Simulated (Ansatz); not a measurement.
C$_{2}$H$_{4}$BFO$_{2}$ (`B/C(O)=C(\O)F`), relaxed with RKS PBE-D4/def2-SVP in Ansatz 0.2.0 from a rough embedded geometry. The force threshold is 0.03 eV/Å; the program also tests the step.

Charge 0, multiplicity 1.

Start:

```xyz
10

B     1.286   -0.093    0.499
C    -0.317   -0.088    0.324
O    -1.064   -0.349    1.444
C    -0.947    0.157   -0.759
O    -0.342    0.402   -2.047
F    -2.343    0.097   -0.804
H     1.764   -0.252    1.527
H     1.993    0.180   -0.430
H    -0.653   -0.513    2.399
H     0.623    0.459   -2.152
```

(1) How much energy does the relaxation release, and in how many steps? (Estimate.)

(2) Which bonds change most? (Best estimate.)

(3) Give the relaxed structure. (Best estimate.)

Answers

(1) The calculation gave: 1.53 eV, in 7 steps.

(2) The calculation gave: C4–O5 from 1.445 to 1.322 Å; C2–C4 from 1.276 to 1.395 Å; B1–C2 from 1.612 to 1.504 Å; C4–F6 from 1.398 to 1.318 Å.

(3) The calculation gave: 
```xyz
10

B     1.210   -0.056    0.453
C    -0.293   -0.094    0.406
O    -1.139   -0.343    1.468
C    -0.929    0.140   -0.813
O    -0.348    0.399   -1.972
F    -2.242    0.121   -0.922
H     1.828   -0.252    1.484
H     1.857    0.179   -0.564
H    -0.568   -0.487    2.243
H     0.624    0.392   -1.785
```
